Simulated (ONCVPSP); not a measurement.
Cs, ONCV: configuration errors across variants

* Element: Cs
* Generator: ONCVPSP 4.0.1
* Type: optimised norm-conserving Vanderbilt (ONCV)
* Functional: LDA (Perdew-Zunger)
* Relativity: scalar-relativistic
* Frozen core: [Kr] 4d10
* Valence charge: 9
* Reference configuration: 5s2 5p6 5d1
* Partial waves: 5s: rc 2.05 bohr, ncon 4, nbas 8, qcut 3.5 1/bohr, 2 projectors, debl 1.6 Ha; 5p: rc 3.00 bohr, ncon 5, nbas 8, qcut 5.2 1/bohr, 2 projectors, debl 3.9 Ha; 5d: rc 4.00 bohr, ncon 4, nbas 8, qcut 2.7 1/bohr, 1 projector; f scattering state at 0.07 Ha: rc 3.30 bohr, ncon 4, nbas 8, qcut 3.7 1/bohr, 2 projectors, debl 1.2 Ha
* Local potential: polynomial inside 1.30 bohr (lpopt 5, dvloc0 0 Ha)
* Core correction: none

All-electron excitation energies from the reference (eV): (1) 5s2 5p6 5d0 6s1 -1.721; (2) 5s2 5p6 5d0 2.278; (3) 5s2 5p6 5d0 6s0.5 -0.167; (4) 5s2 5p6 5d0.5 6s0.5 -0.854.

A true bound ghost makes a file unfit for plane-wave use even where its test errors are small: the radial tests pick states by their node count and pass the ghost by.

Errors AE − PS in meV (a dash: test not solved or not reliable):

```csv
change,(1),(2),(3),(4),bound ghosts,GHOST(+) flags above zero
base,+1.4,+2.6,+1.9,+0.5,s,"p, d"
d: qcut 1.6,+3.8,+7.8,+5.3,+1.1,s,"p, d"
d: qcut 2.1,+2.7,+5.2,+3.6,+0.8,s,"p, d"
d: qcut 3.2,+0.9,+1.5,+1.1,+0.4,s,p
d: qcut 3.5,+0.7,+1.2,+0.9,+0.4,s,p
```

**Question.** Give the same row for: d: qcut 3.9.

**Answer.** +0.6, +1.0, +0.7, +0.4; bound ghosts: s; GHOST(+) flags above zero: p.
